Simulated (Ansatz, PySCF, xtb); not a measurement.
Noncovalent pair: C2H4 (SMILES C=C) (first 6 atoms) with CH3Cl (SMILES CCl); geometry from B3LYP-D3(BJ)/def2-TZVP.
(charge 0, multiplicity 1):
```xyz
11

C      0.5416    -0.4751     0.2144
C     -0.3964     0.4608     0.2252
H      0.5383    -1.2831     0.9362
H      1.3418    -0.4728    -0.5161
H     -0.4037     1.2695    -0.4960
H     -1.1958     0.4479     0.9563
C      0.4929     0.3685     3.9151
Cl    -0.7665    -0.8992     3.7313
H      0.0610     1.1975     4.4677
H      1.3283    -0.0603     4.4603
H      0.7986     0.6827     2.9220
```

Counterpoise-corrected where a basis set is named; no monomer relaxation.

Correlated levels freeze the cores.

Codes used: Ansatz (a first-principles code) with Gaussian orbitals; PySCF for the dispersion terms; xtb for the GFN methods. 

**Question.** One of these levels gives 26.8 meV for the interaction energy. Name it.
A) GFN1-xTB
B) B2PLYP-D4/def2-TZVPPD
C) revPBE/def2-TZVPPD
D) PBE0/def2-TZVPPD

**Answer.** C, revPBE/def2-TZVPPD. The others give -56.2 (GFN1-xTB), -39.7 (PBE0/def2-TZVPPD), -80.0 (B2PLYP-D4/def2-TZVPPD)
